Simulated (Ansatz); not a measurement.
**Worked example: AuH + Ge(SH)2 → AuSH + GeH(SH)**

Gas-phase species: AuH, singlet; Ge(SH)2, singlet; AuSH `[SH][Au]`, singlet; GeH(SH), singlet. The partners trade H for SH: Au–H and Ge–SH bonds give way to Au–SH and Ge–H.

Shapes, held fixed at every level: PBE0-D4/def2-TZVP. Flexible molecules stand in one conformer, not always the lowest. Programs: Ansatz 0.2.0. Electronic energies: no zero-point or thermal term.

At CCSD(T)/def2-TZVPP; 1 Eh = 2625.50 kJ/mol:

| species | energy (Eh) |
| --- | --- |
| AuH | -135.969692 |
| Ge(SH)2 | -2872.322897 |
| AuSH | -533.729532 |
| GeH(SH) | -2474.532956 |

Problem. Work out ΔE of the reaction at this level.

Solution. 
1. Products less reactants: (-533.729532) + (-2474.532956) − [(-135.969692) + (-2872.322897)] = 0.030101 Eh = +79.0 kJ/mol.

Other levels give +75.7 (CCSD/def2-TZVPP) to +87.7 kJ/mol (PBE-D4/def2-TZVPP). No measured value is set beside it here. For atoms past krypton def2 sets carry core potentials with scalar relativity. Relativity is left out for Ge. Outer-core shells of Au, Ge are correlated, in sets that cover them unevenly.
